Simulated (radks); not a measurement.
Ionisation of neutral tin, [Kr] 4d10 5s2 5p2, to [Kr] 4d10 5s2 5p1 as the strength of local exchange is varied. Method: Dirac Kohn-Sham, Slater X-alpha exchange (alpha = 2/3 is LDA exchange), no correlation, spin-unpolarised, spherical densities, point nucleus; open shells are shared between the two j in proportion to 2j + 1; computed with a radial shooting solver on a logarithmic mesh with Libxc functionals.

alpha	E(Sn) (hartree)	exchange (hartree)	IE (eV)	-e of the level emptied (eV)	<r> of it (bohr)
0.609	-6155.50391	-141.26698	5.705	2.488 (5p3/2)	3.471
0.665	-6168.50748	-154.57777	6.083	2.795 (5p3/2)	3.386
0.667	-6168.97239	-155.05415	6.097	2.806 (5p3/2)	3.383
0.759	-6190.39559	-177.04161	6.745	3.343 (5p3/2)	3.257
0.936	-6231.81651	-219.75037	8.077	4.481 (5p3/2)	3.052
0.993	-6245.21267	-233.61778	8.529	4.875 (5p3/2)	2.994
1.007	-6248.50722	-237.03227	8.642	4.974 (5p3/2)	2.980

NIST Atomic Spectra Database: 7.344 eV (measured). The Delta-SCF value meets it near alpha = 0.84. Spin polarisation and multiplet splitting are left out, so open shells lie too high by an amount that depends on their filling. Sharing an open shell by 2j + 1 raises it above the true ground level by a part of the spin-orbit splitting, which enters the differences from NIST.

Beside tabulated values, note that spin-unpolarised runs miss the spin-polarisation part of the exchange energy of open shells.
